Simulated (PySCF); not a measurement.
# Computed structure and properties of [Gd(BH4)2]+

System: [Gd(BH4)2]+ (singlet in the valence; each metal's 4f electrons, 7 of them, lie in its core potential, out of spins and levels; a saddle point, relaxed within its symmetry); start: displaced along the imaginary mode (D3). Method: PySCF 2.14.0, RKS PBE0, Gd lcecp-1-SVP with ECP53, B def2-SVP, H def2-SVP; non-relativistic Hamiltonian with scalar-relativistic core potentials where named; density fitting; no spin-orbit coupling.

Input of the relaxation:

```python
mol = gto.M(atom='''
Gd    -0.00000    -0.00000     0.00000
B     -0.00000     0.00000     2.43737
H     -0.00000     0.00000     3.63417
H      1.12353     0.36000     1.91162
H     -0.87353     0.79301     1.91162
H     -0.25000    -1.15300     1.91162
B      0.00000    -0.00000    -2.43737
H      0.00000    -0.00000    -3.63417
H      1.12353    -0.36000    -1.91162
H     -0.87353    -0.79301    -1.91162
H     -0.25000     1.15300    -1.91162''',
    basis={'Gd': 'lcecp-1-SVP', 'B': 'def2-SVP', 'H': 'def2-SVP'},
    ecp={'Gd': 'lcecp-1-SVP'},
    charge=1, spin=0)
mf = dft.RKS(mol, xc='PBE0')
mf.grids.atom_grid = (50, 194)  # f atoms: unpruned, at least (60, 302)
mf = mf.density_fit()  # fitting sets: Gd AutoAux, B def2-universal-JKFIT, H def2-universal-JKFIT
mf.conv_tol = 1e-08; mf.max_cycle = 55
mf.kernel(dm0)  # dm0: converged density of the start geometry
# quasi-Newton relaxation in Cartesian coordinates to a largest gradient under 0.00045 Eh/bohr, steps kept in the point group
```

Run from Python with OMP_NUM_THREADS=2; the lines above give its settings. Where DIIS fails, smearing, a level shift and second-order steps follow.
It took 47 s on 2 threads of Arm Neoverse V1, with other jobs on the host, from the converged density of the start.

Course of the relaxation:

| step | energy above end (eV) | largest force component within the symmetry (eV/Å) |
| --- | --- | --- |
| 0 | 0.0582 | 0.409 |
| 1 | 0.0314 | 0.189 |
| 2 | 0.0237 | 0.035 |
| 3 | 0.0227 | 0.028 |
| 4 | 0.0155 | 0.086 |
| 5 | 0.0130 | 0.084 |
| 6 | 0.0041 | 0.037 |
| 7 | 0.0041 | 0.140 |
| 8 | 0.0011 | 0.065 |
| 9 | 0.0004 | 0.010 |
| 10 | 0.0002 | 0.014 |
| 11 | 0.0001 | 0.013 |
| 12 | 0.0000 | 0.013 |

Relaxed geometry (D3h):

```xyz
11

Gd    0.0000    0.0000    0.0000
B     0.0000    0.0000    2.4356
H     0.0000    0.0000    3.6324
H     1.1536    0.0036    1.9067
H    -0.5799    0.9972    1.9067
H    -0.5736   -1.0008    1.9067
B     0.0000    0.0000   -2.4356
H     0.0000    0.0000   -3.6324
H     1.1536   -0.0036   -1.9067
H    -0.5799   -0.9972   -1.9067
H    -0.5736    1.0008   -1.9067
```

| contact | Å |
| --- | --- |
| Gd1–H4 (BH4) | 2.229 |
| Gd1–H9 (BH4) | 2.229 |

On the finer grid (75, 302):

| Property | Result |
| --- | --- |
| HOMO | -13.85 eV |
| LUMO | -8.25 eV |
| Dipole about the centre of mass | 0.00 D |
| Set of Mulliken populations of Gd1 outside the core potential | s 2.35, p 6.26, d 1.17, f 0.05 |
| D3(BJ) dispersion energy (not in the energies) | -0.177 eV |

```tsv
atom	Mulliken (e)	Löwdin (e)	spin (e)
Gd1	1.17	1.17	0.00
B2	-0.08	-0.25	0.00
H3	0.09	0.04	0.00
H4	-0.03	0.04	0.00
H5	-0.03	0.04	0.00
H6	-0.03	0.04	0.00
B7	-0.08	-0.25	0.00
H8	0.09	0.04	0.00
H9	-0.03	0.04	0.00
H10	-0.03	0.04	0.00
H11	-0.03	0.04	0.00
```

The 4f levels lie in the core potential and are missing. Their spin isn't counted.

On the grid (50, 194), as all that follows. Harmonic modes: 2 unstable, so a saddle point once the symmetry is let go (counted below −25 cm⁻¹); lowest -76 cm⁻¹ (negative: unstable), highest 2721 cm⁻¹, zero-point energy 2.126 eV.

Taking off one BH4 (charge -1, singlet; the rest: singlet) in vacuum, both parts rigid, costs 13.50 eV; the small basis without counterpoise inflates it. Most of it is the attraction of opposite charges; other ways to part are cheaper, and one spin state was tried for the rest.

Rigid scan of BH4 along the line from its metal:

```tsv
distance to B2 (Å)	energy (eV)
2.14	1.061
2.24	0.417
2.34	0.092
2.44	0.000
2.54	0.075
2.64	0.266
2.84	0.852
3.14	1.916
3.54	3.272
4.04	4.625
```

One start shape was tried, so this needn't be the lowest isomer.

An lcecp potential fixes the number of 4f electrons, so in runs with it no electron can move into or out of that shell.
